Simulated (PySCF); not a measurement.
C6H18SSi2. Atoms are numbered in the order given.

```xyz
27

C     -3.1600     0.5288    -1.0947
Si    -1.7394     0.0014     0.0201
C     -2.0670    -1.7292     0.6882
C     -1.5574     1.2213     1.4459
S      0.0000     0.0000    -1.2809
Si     1.7394    -0.0014     0.0201
C      3.1600    -0.5288    -1.0947
C      2.0670     1.7292     0.6882
C      1.5574    -1.2213     1.4459
H     -3.2639    -0.1577    -1.9500
H     -2.9953     1.5429    -1.4911
H     -4.1107     0.5252    -0.5355
H     -1.2546    -2.0729     1.3455
H     -2.1597    -2.4487    -0.1404
H     -3.0063    -1.7464     1.2669
H     -1.3275     2.2312     1.0726
H     -2.5019     1.2711     2.0138
H     -0.7624     0.9248     2.1469
H      2.9953    -1.5429    -1.4911
H      4.1107    -0.5252    -0.5355
H      3.2639     0.1577    -1.9500
H      3.0063     1.7464     1.2669
H      2.1597     2.4487    -0.1404
H      1.2546     2.0729     1.3455
H      2.5019    -1.2711     2.0138
H      1.3275    -2.2312     1.0726
H      0.7624    -0.9248     2.1469
```

Geometry: B3LYP-D3(BJ)/def2-SVP. The isomer is the one that the SMILES or the coordinates give; other isomers of the formula were not compared. One conformer was computed; it need not be the lowest.

All values below come from PySCF with KT2/pcSseg-1.

GIAO shieldings, no solvent; atoms listed in one row are averaged. δ = σ(ref) − σ: ¹³C against TMS (σ = 185.1 ppm); ²⁹Si against TMS (σ = 361.9 ppm); ³³S against H2S (σ = 723.0 ppm); ¹H against TMS (σ = 31.47 ppm), references at their B3LYP-D3(BJ)/def2-TZVP geometries, non-relativistic.

Task: Estimate the chemical shifts. (The exact figures need the calculation; the answer reports its results.)

Result: 
```tsv
nucleus	atoms	count	δ (ppm)
¹³C	C3, C8	2	8.7
¹³C	C4, C9	2	7.8
¹³C	C1, C7	2	6.2
²⁹Si	Si2, Si6	2	23.0
³³S	S5	1	26.6
¹H	H10, H11, H12, H13, H14, H15, H16, H17, H18, H19, H20, H21, H22, H23, H24, H25, H26, H27	18	0.61
```
